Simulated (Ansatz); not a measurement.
GeH$_{4}$BrCl, closed shell: a nudged elastic band.

The input file, in.yaml:

```yaml
crystal:
  periodic: [false, false, false]
  atoms:
    - {symbol: Ge, position_ang: [-1.087296, 0.077295, -0.187625]}
    - {symbol: Cl, position_ang: [-0.013656, -1.625887, 0.626243]}
    - {symbol: H, position_ang: [-0.502883, 0.333192, -1.577542]}
    - {symbol: H, position_ang: [-0.846340, 1.240580, 0.775390]}
    - {symbol: H, position_ang: [-2.558166, -0.343637, -0.239957]}
    - {symbol: H, position_ang: [2.063093, -0.384529, 0.449032]}
    - {symbol: Br, position_ang: [2.945151, 0.702985, 0.154459]}
basis:
  gaussian: {orbitals: def2-SVP}
hamiltonian: {xc: pbe0, dispersion: d4}
neb:
  images: 5
  climbing: true
  max_iterations: 40
  initial_path: idpp
  final_atoms:
    - {symbol: Ge, position_ang: [-0.590247, 0.697428, -0.604403]}
    - {symbol: Cl, position_ang: [0.627397, -2.019276, 1.973901]}
    - {symbol: H, position_ang: [-0.908616, 1.767511, -1.651459]}
    - {symbol: H, position_ang: [-0.883582, 1.169878, 0.819690]}
    - {symbol: H, position_ang: [-1.245364, -0.645939, -0.926149]}
    - {symbol: H, position_ang: [1.292260, -1.324989, 1.113085]}
    - {symbol: Br, position_ang: [1.708051, 0.355388, -0.724666]}
```

Run by:

```bash
ansatz run in.yaml --threads 4 --pin off --events-out ev --progress --plain --max-ram 9574MiB
```

Output of Ansatz 0.2.0:

```
Functional definition: PBE0
  name "PBE0"
  cite "Adamo & Barone, J. Chem. Phys. 110, 6158 (1999) doi:10.1063/1.478522"
  cite "Perdew, Burke & Ernzerhof, Phys. Rev. Lett. 77, 3865 (1996) doi:10.1103/PhysRevLett.77.3865"
  parent pbe
  parameter a = 0.25
  parameter kappa = 0.804
  parameter beta = 0.06672455060314922
  exchange = (1 - a)*pbe_x(kappa = kappa, mu = beta*pi^2/3) + a*exact_x
  correlation = pbe_c(beta = beta)
1063 factors; integrals over basis functions are off by at most 2.7e-4 eV
mean field evaluation 1: about -139114.0189 eV, gradient 1.6e1 eV
mean field evaluation 2: about -139114.0996 eV, gradient 1.6e1 eV
mean field evaluation 4: about -139114.4131 eV, gradient 2.7e-1 eV
mean field evaluation 8: about -139114.4206 eV, gradient 1.2e-2 eV
mean field -139114.42064473 eV, -5112.3606635526 hartree, gradient 6.7e-5 eV, S^2 0.000000; 0 other end points of the search recorded, 0 dependent functions left out
the calculation of the forces begins
reference -139114.42067000 eV, -5112.3606644813 hartree; 44, 44 occupied and 58, 58 virtual orbitals, 1063 factors
1066 factors; integrals over basis functions are off by at most 7.0e-4 eV
mean field evaluation 16: about -139114.4696 eV, gradient 1.7e0 eV
mean field -139114.47966590 eV, -5112.3628325409 hartree, gradient 3.9e-5 eV, S^2 0.000000; 0 other end points of the search recorded, 0 dependent functions left out
the calculation of the forces begins
reference -139114.47969077 eV, -5112.3628334548 hartree; 44, 44 occupied and 58, 58 virtual orbitals, 1066 factors
WARN: NEB end point (image 0): max|allowed force component| = 1.528e-1 eV/Å (the criterion of neb.relax_end_points is 1.000e-2). That is over neb.f_tol: it is no minimum, so the barrier can be far off. Relax it first
WARN: NEB end point (image 6): max|allowed force component| = 1.417e-1 eV/Å (the criterion of neb.relax_end_points is 1.000e-2). That is over neb.f_tol: it is no minimum, so the barrier can be far off. Relax it first
1063 factors; integrals over basis functions are off by at most 4.1e-4 eV
mean field evaluation 32: about -139113.7278 eV, gradient 7.0e-1 eV
mean field -139113.73667474 eV, -5112.3355281193 hartree, gradient 1.1e-5 eV, S^2 0.000000; 0 other end points of the search recorded, 0 dependent functions left out
the calculation of the forces begins
reference -139113.73670006 eV, -5112.3355290497 hartree; 44, 44 occupied and 58, 58 virtual orbitals, 1063 factors
1063 factors; integrals over basis functions are off by at most 8.4e-4 eV
mean field -139112.50262197 eV, -5112.2901775166 hartree, gradient 3.9e-5 eV, S^2 0.000000; 0 other end points of the search recorded, 0 dependent functions left out
the calculation of the forces begins
reference -139112.50264719 eV, -5112.2901784433 hartree; 44, 44 occupied and 58, 58 virtual orbitals, 1063 factors
1064 factors; integrals over basis functions are off by at most 1.0e-3 eV
mean field evaluation 64: about -139111.8641 eV, gradient 3.2e-1 eV
mean field -139111.87105363 eV, -5112.2669678081 hartree, gradient 6.6e-5 eV, S^2 0.000000; 0 other end points of the search recorded, 0 dependent functions left out
the calculation of the forces begins
reference -139111.87107849 eV, -5112.2669687216 hartree; 44, 44 occupied and 58, 58 virtual orbitals, 1064 factors
1067 factors; integrals over basis functions are off by at most 4.3e-4 eV
mean field -139112.50116845 eV, -5112.2901241004 hartree, gradient 2.4e-5 eV, S^2 0.000000; 0 other end points of the search recorded, 0 dependent functions left out
the calculation of the forces begins
reference -139112.50119324 eV, -5112.2901250116 hartree; 44, 44 occupied and 58, 58 virtual orbitals, 1067 factors
1065 factors; integrals over basis functions are off by at most 8.9e-4 eV
mean field evaluation 96: about -139113.7735 eV, gradient 1.4e-1 eV
mean field -139113.77359660 eV, -5112.3368849726 hartree, gradient 5.4e-5 eV, S^2 0.000000; 0 other end points of the search recorded, 0 dependent functions left out
the calculation of the forces begins
reference -139113.77362131 eV, -5112.3368858806 hartree; 44, 44 occupied and 58, 58 virtual orbitals, 1065 factors
NEB iter   1: max|band force component| = 2.539e0 eV/Å  barrier→ = 2.5374 eV  barrier← = 2.5988 eV  Δτ_max = 0.2000 Å  (173 SCF iters)
NEB iter   2: max|band force component| = 1.264e0 eV/Å  barrier→ = 1.5069 eV  barrier← = 1.5683 eV  Δτ_max = 0.2000 Å  (142 SCF iters)
NEB iter   3: max|band force component| = 3.225e0 eV/Å  barrier→ = 1.4300 eV  barrier← = 1.4914 eV  Δτ_max = 0.0997 Å  (137 SCF iters)
NEB iter   4: max|band force component| = 1.282e0 eV/Å  barrier→ = 1.3149 eV  barrier← = 1.3763 eV  Δτ_max = 0.1197 Å  (134 SCF iters)
NEB iter   5: max|band force component| = 6.802e-1 eV/Å  barrier→ = 1.3056 eV  barrier← = 1.3670 eV  Δτ_max = 0.0511 Å  (128 SCF iters)
NEB iter   6: max|band force component| = 1.771e-1 eV/Å  barrier→ = 1.2994 eV  barrier← = 1.3608 eV  CI = image 3  Δτ_max = 0.0436 Å  (124 SCF iters)
NEB iter   7: max|band force component| = 1.530e-1 eV/Å  barrier→ = 1.2956 eV  barrier← = 1.3570 eV  CI = image 3  Δτ_max = 0.0266 Å  (123 SCF iters)
NEB iter   8: max|band force component| = 5.503e-2 eV/Å  barrier→ = 1.2933 eV  barrier← = 1.3547 eV  CI = image 3  Δτ_max = 0.0336 Å  (123 SCF iters)
NEB iter   9: max|band force component| = 7.671e-2 eV/Å  barrier→ = 1.2915 eV  barrier← = 1.3529 eV  CI = image 3  Δτ_max = 0.0169 Å  (126 SCF iters)
NEB iter  10: max|band force component| = 7.770e-2 eV/Å  barrier→ = 1.2903 eV  barrier← = 1.3517 eV  CI = image 3  Δτ_max = 0.0084 Å  (122 SCF iters)
NEB iter  11: max|band force component| = 3.922e-2 eV/Å  barrier→ = 1.2898 eV  barrier← = 1.3512 eV  CI = image 3  Δτ_max = 0.0168 Å  (115 SCF iters)
NEB iter  12: max|band force component| = 5.444e-2 eV/Å  barrier→ = 1.2890 eV  barrier← = 1.3504 eV  CI = image 3  Δτ_max = 0.0337 Å  (29 SCF iters)
NEB iter  13: max|band force component| = 4.650e-2 eV/Å  barrier→ = 1.2879 eV  barrier← = 1.3493 eV  CI = image 3  Δτ_max = 0.0338 Å  (125 SCF iters)
NEB iter  14: max|band force component| = 1.008e-1 eV/Å  barrier→ = 1.2873 eV  barrier← = 1.3487 eV  CI = image 3  Δτ_max = 0.0338 Å  (28 SCF iters)
NEB iter  15: max|band force component| = 7.365e-2 eV/Å  barrier→ = 1.2872 eV  barrier← = 1.3486 eV  CI = image 3  Δτ_max = 0.0337 Å  (125 SCF iters)
NEB iter  16: max|band force component| = 4.519e-2 eV/Å  barrier→ = 1.2868 eV  barrier← = 1.3482 eV  CI = image 3  CI's point: of a kind that is not told: the force calls were inconclusive, a negative curvature could not be distinguished from the path's own, the only one lies far off the path, or fixed occupations may fill a level only in part  Δτ_max = 0.0000 Å  (944 SCF iters)
Total energy: -139113.25671734 eV, -5112.3178900100 hartree
Atom 0 at    -0.587113     0.420863    -0.336453 Å, force    -0.000441    -0.013578     0.003276 eV/Å
Atom 1 at    -0.042029    -1.672884     1.075903 Å, force    -0.002078     0.020369    -0.018329 eV/Å
Atom 2 at    -0.200018     0.855756    -1.757085 Å, force    -0.000095    -0.004120     0.007176 eV/Å
Atom 3 at    -0.646816     1.508731     0.733184 Å, force    -0.001182     0.005809     0.003135 eV/Å
Atom 4 at    -1.926739    -0.329604    -0.464441 Å, force    -0.001409    -0.005627     0.002536 eV/Å
Atom 5 at     1.265248    -1.028506     0.788965 Å, force    -0.010562    -0.008826     0.007238 eV/Å
Atom 6 at     2.137371     0.245643    -0.040072 Å, force     0.015766     0.005974    -0.005031 eV/Å
Dipole moment:    -0.420407     0.158037    -0.108344 e Å

[the SCF lines of later steps are left out]
```

Hardware: 4 CPU threads of an Arm Neoverse V1, shared host. Wall time about 2.5 min.
